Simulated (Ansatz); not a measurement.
Cartesian coordinates (Å):
SMILES: C=Cc1ccc([SiH3])cc1S
```xyz
20

C     -3.2509    -0.5780    -1.3044
C     -2.3092     0.3634    -1.1470
C     -0.9861     0.1617    -0.5337
C     -0.3180    -1.0718    -0.6385
C      0.9521    -1.2637    -0.1016
C      1.6161    -0.2209     0.5689
Si     3.3502    -0.4505     1.2624
C      0.9467     1.0061     0.6989
C     -0.3312     1.2068     0.1621
S     -1.0566     2.8300     0.3676
H     -4.1985    -0.3497    -1.7986
H     -3.1165    -1.6002    -0.9380
H     -2.5140     1.3832    -1.4902
H     -0.8002    -1.8844    -1.1862
H      1.4348    -2.2381    -0.2151
H      3.4657     0.2223     2.5891
H      3.6317    -1.9075     1.4127
H      4.3788     0.1404     0.3546
H      1.4101     1.8307     1.2476
H     -2.3049     2.4202     0.6893
```
Charge 0, multiplicity 1.

Method: frozen-core CCSD(T)/cc-pVDZ // B3LYP-D3(BJ)/def2-SVP (Ansatz, an electronic-structure program). The restricted HF reference is unstable towards unrestricted orbitals.

```yaml
HF energy: -995.22570 Ha
MP2 correlation energy: -1.28806 Ha
```

Question: Estimate the CCSD correlation energy, the (T) correction, the total energy and the T1 diagnostic.

Answer: 
```yaml
CCSD correlation energy: -1.36679 Ha
"(T) correction": -0.05958 Ha
CCSD(T) total energy: -996.65207 Ha
T1 diagnostic: 0.011
```
